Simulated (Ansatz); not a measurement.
`[SiH3][GeH2][SiH2][GeH2][SiH2][GeH3]` + `[SiH3][SiH2][GeH3]` → `[SiH3][SiH2][GeH2][GeH2][SiH2][GeH3]` + `[SiH3][GeH2][SiH3]`  (formal exchange of groups at a Ge–Si bond)

Isolated molecules relaxed with PBE0-D4/def2-TZVP in Ansatz; ΔE leaves out vibrations. CCSD(T)/CBS is the MP2 limit (def2-TZVPP, def2-QZVPP) plus CCSD(T) − MP2 in def2-TZVPP, frozen cores. DFT in def2-TZVPP. B3LYP here is the variant with VWN-RPA as its local correlation; programs differ in this. HSE06 is defined as in plane-wave codes. For Ge outer-core shells are correlated without core-valence functions, which leaves a few kJ/mol of doubt a bond. Scalar relativity is left out up to krypton. One conformer a species, not always the lowest.

```tsv
level	ΔE (kcal/mol)	difference from CCSD(T)/CBS
B3LYP-D4	-3.5	-0.1
r2SCANh-D4	-2.9	0.5
r2SCAN0-D4	-3.0	0.4
HSE06-D4	-2.7	0.7
BHLYP-D4	-3.8	-0.4
r2SCAN	-2.8	0.6
PBE0	-2.8	0.6
B3LYP	-3.7	-0.3
r2SCANh	-2.9	0.5
CAM-B3LYP	-3.5	-0.1
MP2/def2-TZVPP	-4.1	-0.7
SCS-MP2/def2-TZVPP	-4.1	-0.7
HF/def2-QZVPP	-4.1	-0.7
SCS-MP2/def2-QZVPP	-4.0	-0.6
HF/CBS(def2)	-4.1	-0.7
MP2/CBS(def2)	-4.0	-0.6
CCSD(T)/CBS	-3.4	0
```

Largest T1 diagnostic among the species: 0.013.

Leaving LDA and LC-ωPBE aside and taking each functional with its dispersion term where it has one, the values, not all of them listed here, spread over 2.6 kcal/mol, from B2PLYP to B97M-V.
